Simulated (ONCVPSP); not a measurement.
## Ti (Z = 22), ONCV: configuration errors across variants

ONCVPSP 4.0.1 input, shortened (lines: element, Z, core and valence counts, functional; n l f; lmax; l rc ep ncon nbas qcut; lloc lpopt rc5 dvloc0; l nproj debl; icmod fcfact rcfact), LDA (Perdew-Wang 92), scalar-relativistic:

```
  Ti 22.00    3    4  -001012      upf
    1    0    2.00
    2    0    2.00
    2    1    6.00
    3    0    2.00
    3    1    6.00
    3    2    2.00
    4    0    2.00
    2
    0    1.45    0.00    4    9   10.50
    1    1.60    0.00    3    6    8.10
    2    2.20    0.00    4    9    8.60
    4    1    1.35    6.00
    0    2    0.50
    1    2    1.00
    2    2    1.90
    3    2.50    1.10
```

In the p channel the program set the typed energies aside and used -1.426, 0.250 Ha.

All-electron excitation energies from the reference (eV): (1) 3s2 3p6 3d2 4s1 7.529; (2) 3s2 3p6 3d2 4s0 21.322; (3) 3s2 3p6 3d1 4s0 48.516; (4) 3s2 3p6 3d1 4s2 9.983.

2 further variants failed, have other tests or another functional or relativity, and are left out.

Errors AE − PS in meV (a dash: test not solved or not reliable):

```tsv
change	(1)	(2)	(3)	(4)	bound ghosts	GHOST(+) flags above zero
base	+0.3	+1.9	+104	+100	none	s
d: nproj 3	+0.3	+2.0	+104	+100	none	s
s: qcut 11.1; p: qcut 8.5; d: qcut 9.1	+0.2	+1.7	+91	+88	none	s
all radii but the core radius scaled by about 0.95 (s 1.38, p 1.52, d 2.10 bohr); local potential polynomial inside 1.28 bohr (lpopt 1, dvloc0 6 Ha)	+0.2	+1.8	+90	+87	none	none
s: rc 1.9	+0.2	+1.5	+103	+99	none	none
p: qcut 5.1	+0.3	+1.8	+96	+95	none	s
d: debl 2.6	+0.3	+1.8	+103	+99	none	s
core correction Teter function, fcfact 3.7, rcfact 1.1	+0.3	+1.9	+104	+99	none	s
```

(1) Give the same row for: core correction none.

Results:

(1) +0.3, +2.1, +104, +100; bound ghosts: none; GHOST(+) flags above zero: s.
